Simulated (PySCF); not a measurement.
Pb(CH3)2 relaxed at several levels

Computed with PySCF 2.14.0, def2-SVP on the ligands, density fitting, scalar-relativistic core potentials, no spin-orbit coupling, vacuum. Each row is relaxed at its own level from the same template. Distances are means of the shortest metal–ligand contacts, charges and spins Mulliken's; removal energies are rigid, with the ligand's formal charge and no counterpoise, so too large; for an anion taken off a cation in vacuum most of it is the attraction of opposite charges, and multiply charged cations can part far more cheaply with an electron moved from ligand to metal.

| level | basis on the metal | point group | M–CH3 (Å) | charge on M (e) | dipole (D) | HOMO–LUMO gap (eV) | removal of one CH3 (eV) | strongest infrared band, degenerate modes summed (cm⁻¹) | unstable modes (below −25 cm⁻¹) |
| --- | --- | --- | --- | --- | --- | --- | --- | --- | --- |
| PBE0 | def2-SVP with ECP60 | C2v | 2.306 | 0.47 | 0.53 | 3.72 | 9.76 | 432 | 0 |

(1) What does the calculation give for r2SCAN, def2-SVP with ECP60?

One start shape was tried for each, so a minimum needn't be the lowest isomer.

Results:

(1) point group: C2v, M–CH3 (Å): 2.313, charge on M (e): 0.47, dipole (D): 0.56, HOMO–LUMO gap (eV): 2.41, removal of one CH3 (eV): 9.82, unstable modes (below −25 cm⁻¹): not given.
```xyz
9

Pb    0.0000    0.0000   -0.7917
C     1.6413    0.0000    0.8386
H     2.6601    0.0000    0.4232
H     1.5088    0.8889    1.4793
H     1.5088   -0.8889    1.4793
C    -1.6413    0.0000    0.8386
H    -2.6601    0.0000    0.4232
H    -1.5088   -0.8889    1.4793
H    -1.5088    0.8889    1.4793
```
